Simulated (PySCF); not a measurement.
Computed structure and properties of [NdO(OH)]−

System: [NdO(OH)]− (singlet in the valence; each metal's 4f electrons, 4 of them, lie in its core potential, out of spins and levels); start: template (C1). Method: PySCF 2.14.0, RKS PBE0, Nd lcecp-0-SVP with ECP50, O def2-SVP, H def2-SVP; non-relativistic Hamiltonian with scalar-relativistic core potentials where named; density fitting; no spin-orbit coupling.

Input of the relaxation:

```python
mol = gto.M(atom='''
Nd     0.04929    -0.00052    -0.16824
O      1.86119    -0.00052     0.64266
O     -2.10541    -0.00052     0.79606
H     -3.06501     0.09008     0.85506''',
    basis={'Nd': 'lcecp-0-SVP', 'O': 'def2-SVP', 'H': 'def2-SVP'},
    ecp={'Nd': 'lcecp-0-SVP'},
    charge=-1, spin=0)
mf = dft.RKS(mol, xc='PBE0')
mf.grids.atom_grid = (50, 194)  # f atoms: unpruned, at least (60, 302)
mf = mf.density_fit()  # fitting sets: Nd AutoAux, O def2-universal-JKFIT, H def2-universal-JKFIT
mf.conv_tol = 1e-08; mf.max_cycle = 55
mf.kernel(dm0)  # dm0: converged density of the start geometry
# quasi-Newton relaxation in Cartesian coordinates to a largest gradient under 0.00045 Eh/bohr, steps kept in the point group
```

Run from Python with OMP_NUM_THREADS=2; the lines above give its settings. Where DIIS fails, smearing, a level shift and second-order steps follow.
It took 82 s on 2 threads of Intel(R) Xeon(R) Platinum 8259CL CPU @ 2.50GHz (Skylake/Cascade Lake) (shared host), from the converged density of the start.

Course of the relaxation:

```
step  energy above end (eV)  largest force component within the symmetry (eV/Å)
   0                 0.2071                                               1.320
   1                 0.1455                                               0.412
   2                 0.1260                                               0.190
   3                 0.1184                                               0.279
   4                 0.1079                                               0.931
   5                 0.0995                                               0.761
   6                 0.0828                                               0.347
   7                 0.0649                                               0.479
  21                 0.0016                                               0.067
  22                 0.0009                                               0.097
  23                 0.0004                                               0.118
  24                 0.0001                                               0.015
  25                 0.0000                                               0.038
  26                 0.0000                                               0.018
```
(The steps between are left out.)

Relaxed geometry (Cs):

```xyz
4

Nd   -0.0140   -0.0501   -0.4673
O     1.4296    0.0358    0.9737
O    -2.2123    0.0184    0.3455
H    -2.4633    0.0844    1.2736
```

```tsv
contact	Å
Nd1–O2 (O)	2.042
Nd1–O3 (OH)	2.345
```

On the finer grid (75, 302):

```json
{
 "HOMO": "not given (4f levels lie in the core)",
 "LUMO": "not given (4f levels lie in the core)",
 "Dipole about the centre of mass": "7.16 D",
 "Set of Mulliken populations of Nd1 outside the core potential": "s 2.13, p 6.27, d 1.39, f 0.05",
 "D3(BJ) dispersion energy (not in the energies)": "-0.043 eV"
}
```

| atom | Mulliken (e) | Löwdin (e) | spin (e) |
| --- | --- | --- | --- |
| Nd1 | 0.16 | 0.08 | 0.00 |
| O2 | -0.66 | -0.64 | 0.00 |
| O3 | -0.63 | -0.47 | 0.00 |
| H4 | 0.12 | 0.02 | 0.00 |

The 4f levels lie in the core potential and are missing. The highest filled level lies above zero, as often for anions with such functionals and bases; it isn't the detachment energy.

On the grid (50, 194), as all that follows. Harmonic modes: a minimum; lowest 90 cm⁻¹ (negative: unstable), highest 3875 cm⁻¹, zero-point energy 0.353 eV.

Rigid scan of O along the line from its metal:

distance to O2 (Å), energy (eV) and a bar:
```
     1.74      1.277 ##############################
     1.84      0.492 ############
     1.94      0.107 ###
     2.04      0.000 
     2.14      0.082 ##
     2.24      0.285 #######
     2.34      0.563 #############
     2.49      1.048 #########################
```

Taking off one OH (charge -1, singlet; the rest: singlet) in vacuum, both parts rigid, costs 4.18 eV; the small basis without counterpoise inflates it.

Rigid scan of OH along the line from its metal:

```tsv
distance to O3 (Å)	energy (eV)
2.04	0.597
2.14	0.229
2.24	0.050
2.34	0.000
2.44	0.038
2.54	0.132
2.74	0.411
3.04	0.893
3.44	1.478
3.94	2.034
```

One start shape was tried, so this needn't be the lowest isomer.

An lcecp potential fixes the number of 4f electrons, so in runs with it no electron can move into or out of that shell; real Nd(II) is rare or takes another configuration.
